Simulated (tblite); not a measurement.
C4H8NSi (doublet state).
Structure used (GFN2-xTB), in Å, numbered top down from 1:
```
atom  x, y, z in Å
N1     2.6344   -0.0257   -0.4348
C2     1.4160    0.1209   -0.6937
C3     0.2400   -0.0718    0.2043
C4    -0.7760   -1.0956   -0.3510
Si5   -2.2130    0.0919    0.1093
C6    -0.6493    1.1877    0.3100
H7     2.8389   -0.3149    0.5226
H8     1.1756    0.4295   -1.7095
H9     0.5757   -0.3788    1.2002
H10   -0.6312   -1.2626   -1.4176
H11   -0.7348   -2.0661    0.1402
H12   -2.8971   -0.2338    1.3678
H13   -0.5213    1.7395    1.2395
H14   -0.4586    1.8793   -0.5094
```

Level: GFN2-xTB in tblite, geometry and Hessian alike; calculated harmonic values, unscaled, isolated species. Against measured fundamentals such values can be off by several per cent, at times by over 20. Modes of hydrogen on silicon can be 10 to 20 % off. One conformer, not necessarily the lowest. Open shells enter through the occupations alone, without spin polarisation, and single modes of such species can be off by tens of per cent.

Harmonic wavenumbers (cm⁻¹): 51.9, 66.5, 299.0, 329.4, 366.8, 488.9, 504.5, 581.4, 679.1, 694.0, 751.5, 772.1, 801.6, 911.0, 1015.1, 1048.5, 1062.7, 1085.0, 1104.9, 1170.2, 1174.8, 1221.5, 1254.9, 1304.7, 1348.3, 1472.9, 1478.8, 1740.3, 2190.4, 2933.5, 2983.6, 2986.3, 2992.2, 3000.3, 3002.3, 3298.2.

A = 8333, B = 1660, C = 1493 MHz; mass 98.043 u (most abundant isotopes); point group Cs, symmetry number 1; spin multiplicity 2.

Q: What is the zero-point energy?

A: Half the sum of the wavenumbers: 24084 cm⁻¹ = 288.10 kJ/mol.

Q: What is S at 298.15 K and 1 bar for an ideal gas of classical rigid rotors and harmonic oscillators?

A: Translation 166.04, rotation 113.58, vibration 69.74, spin (R ln 2) 5.76: S = 355.1 J/(mol K).

Q: And Cp and H(298.15 K) − H(0)?

A: Cp = 114.83 J/(mol K), of which vibrations give 81.57 (their classical limit is 36 R = 299.3); H(298.15 K) − H(0) = 20.93 kJ/mol without the zero-point energy, 11.02 from vibrations.

Q: What must be added to the electronic energy to get the Gibbs energy at 298.15 K and 1 bar?

A: ZPE + [H(298.15 K) − H(0)] − T·S = 288.10 + 20.93 − 105.88 = 203.15 kJ/mol.

Q: How do the functions run with temperature in this model?

A: 
| T (K) | S (J/(mol K)) | Cp (J/(mol K)) | H − H(0) (kJ/mol) | G − H(0) (kJ/mol) | ln q(vib) |
| --- | --- | --- | --- | --- | --- |
| 100 | 270.4 | 54.8 | 4.50 | -22.54 | 1.16 |
| 200 | 316.3 | 82.3 | 11.27 | -51.98 | 2.53 |
| 300 | 355.8 | 115.4 | 21.14 | -85.61 | 3.97 |
| 500 | 429.2 | 173.5 | 50.37 | -164.24 | 7.11 |
| 800 | 523.7 | 227.8 | 111.32 | -307.64 | 11.98 |
| 1000 | 577.2 | 251.0 | 159.32 | -417.84 | 15.09 |

q(vib) and H(0) count from the zero-point level.

Hindered rotation and anharmonicity are outside this model. Other conformers, if any are populated, would add a mixing term that is left out.

Hardware: one thread of an Arm Neoverse V1, no GPU, shared host with 32 logical CPUs at a one-minute load of 21. Cost: 0.38 s of wall time. This covers the Hessian and the dipole derivatives.
